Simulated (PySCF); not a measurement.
## Diatomic anions of C with the halogens

PBE0 with triple-zeta basis sets in PySCF, for the lowest determinant that a PBE0 search found; no spin–orbit coupling. De refers to high-spin ground-configuration atoms (the charge goes to the atom of lower measured ionisation energy or higher electron affinity, which is not always the lowest computed limit). A positive dipole points towards C; it is taken about the centre of mass and depends on that origin.

```tsv
M	basis	charged atom	state (unpaired electrons)	Re (Å)	ωe (cm⁻¹)	De (eV)	μ (D)
F	def2-TZVPPD	F−	triplet (π ↑↑)	1.434	824	2.99	-3.35
Cl	def2-TZVPPD	Cl−	triplet (π ↑↑)	1.848	516	2.02	-3.59
Br	def2-TZVPPD	Br−	triplet (π ↑↑)	2.032	439	1.80	-4.36
```

The shortest bond is that of CF⁻ (1.434 Å), the longest that of CBr⁻ (2.032 Å). CF⁻ is bound most strongly (2.99 eV) and CBr⁻ least (1.80 eV).

Down a group the atoms grow and get heavier, so bonds lengthen and wavenumbers fall; this series shows no clear exception.

Spin–orbit coupling is left out. For an ion De counts to the pair picked by the measured ionisation energies or electron affinities, which need not be the lowest pair at this level. The highest Kohn–Sham level is positive in some of these anions. Much of that is self-interaction error, but it also means that the finite basis helps to hold the extra electron. States were picked by a PBE0 search and need not be the measured ground states.
